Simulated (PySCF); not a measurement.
Species: C7H4BrNSe.
Structure used (PBE0-D3(BJ)/def2-SVP), in Å, numbered top down from 1:
```
atom  x, y, z in Å
N1     3.8199    1.1914   -0.5323
C2     3.2079    0.2217   -0.3435
Se3    2.2725   -1.3187   -0.0526
C4     0.5198   -0.5529    0.0877
C5    -0.5113   -1.4489    0.3795
C6    -1.8193   -0.9886    0.4941
C7    -2.0885    0.3683    0.3188
Br8   -3.8579    0.9942    0.4752
C9    -1.0602    1.2639    0.0291
C10    0.2493    0.8035   -0.0879
H11   -0.3069   -2.5135    0.5217
H12   -2.6280   -1.6848    0.7214
H13   -1.2792    2.3244   -0.1066
H14    1.0508    1.5099   -0.3148
```

Computed with PySCF, PBE0-D3(BJ)/def2-SVP geometry optimisation, gas phase.

Take the most abundant isotopes and a rigid rotor. The values belong to one conformer with, in the numbering `[N:1]#[C:2][Se:3][c:4]1[cH:5][cH:6][c:7]([Br:8])[cH:9][cH:10]1`, C2–Se3–C4–C5 -177°.

Q: Give the principal moments of inertia and the rotational constants in MHz.

A: Ia = 207.16, Ib = 2146.93, Ic = 2353.86 u·Å²; 505379 MHz·u·Å²/I gives A = 2440, B = 235.4, C = 214.7 MHz.

Q: Classify the top.

A: A near-prolate asymmetric top: κ = (2 × 235.4 − 2440 − 214.7)/(2440 − 214.7) = -0.98.

Q: What does the inertial defect say?

A: Not planar: Δ = Ic − Ia − Ib = -0.23 u·Å². For a rigid frame Δ = −2 Σ m c², so Σ m c² = 0.12 u·Å² lies off the ab plane: 0.01 from hydrogen and 0.10 from heavier atoms. The atom farthest from that plane is 0.06 Å away.

Q: Give the other two planar moments, Paa and Pbb, and the rms extents of the mass along the axes.

A: Paa = Σ m a² = (Ib + Ic − Ia)/2 = 2146.81 and Pbb = Σ m b² = (Ia + Ic − Ib)/2 = 207.05 u·Å². With the mass M = 260.87 u, the rms extents √(P/M) along a, b and c are 2.87, 0.89, 0.02 Å.

Q: List the rotational levels J(Ka,Kc) to J = 4 (K).

A: Above 0(0,0), as E/k:
J = 1: 1(0,1) 0.022, 1(1,1) 0.127, 1(1,0) 0.128
J = 2: 2(0,2) 0.065, 2(1,2) 0.170, 2(1,1) 0.173, 2(2,1) 0.490, 2(2,0) 0.490
J = 3: 3(0,3) 0.130, 3(1,3) 0.233, 3(1,2) 0.239, 3(2,2) 0.555, 3(2,1) 0.555, 3(3,1) 1.086, 3(3,0) 1.086
J = 4: 4(0,4) 0.216, 4(1,4) 0.317, 4(1,3) 0.327, 4(2,3) 0.641, 4(2,2) 0.641, 4(3,2) 1.173, 4(3,1) 1.173, 4(4,1) 1.916, 4(4,0) 1.916

Q: Which types of transition are allowed, and where do some lines up to J = 4 fall?

A: The dipole components are |μa| = 1.32 D, |μb| = 2.91 D, |μc| = 0.06 D. Intensities carry the squares of the components, which stand as 0.21 : 1.00 : 0.00 (a : b : c). Some lines, for components of 0.1 D or more:

```
type  branch         J(Ka,Kc)    MHz  lower level (cm⁻¹)
   a       R  2(0,2) ← 1(0,1)    900               0.015
   a       R  2(1,1) ← 1(1,0)    921               0.089
   a       R  3(1,3) ← 2(1,2)   1319               0.118
   a       R  3(2,2) ← 2(2,1)   1350               0.341
   a       R  3(2,1) ← 2(2,0)   1351               0.341
   a       R  4(2,3) ← 3(2,2)   1800               0.386
   a       R  4(2,2) ← 3(2,1)   1802               0.386
   b       Q  2(1,1) ← 2(0,2)   2246               0.045
   b       Q  3(1,2) ← 3(0,3)   2277               0.090
   b       R  1(1,1) ← 0(0,0)   2654               0.000
   b       R  2(1,2) ← 1(0,1)   3084               0.015
   b       R  4(1,4) ← 3(0,3)   3912               0.090
   b       Q  4(2,2) ← 4(1,3)   6542               0.227
   b       Q  3(2,1) ← 3(1,2)   6582               0.166
   b       Q  2(2,0) ← 2(1,1)   6613               0.120
   b       Q  2(2,1) ← 2(1,2)   6674               0.118
   b       R  2(2,1) ← 1(1,0)   7533               0.089
   b       R  3(2,2) ← 2(1,1)   7963               0.120
   b       R  3(2,1) ← 2(1,2)   8026               0.118
   b       R  4(2,3) ← 3(1,2)   8382               0.166
   b       R  4(2,2) ← 3(1,3)   8508               0.162
   b       Q  3(3,1) ← 3(2,2)  11072               0.386
   b       R  3(3,0) ← 2(2,1)  12423               0.341
   b       R  4(3,2) ← 3(2,1)  12872               0.386
   b       Q  4(4,0) ← 4(3,1)  15501               0.815
   b       R  4(4,0) ← 3(3,1)  17302               0.755
```

Not checked by PBE0-D3(BJ)/def2-SVP frequencies. No vibrational averaging or centrifugal distortion is included, and the geometry carries the error of its method. Quadrupole hyperfine structure (14N, 79Br) is left out.
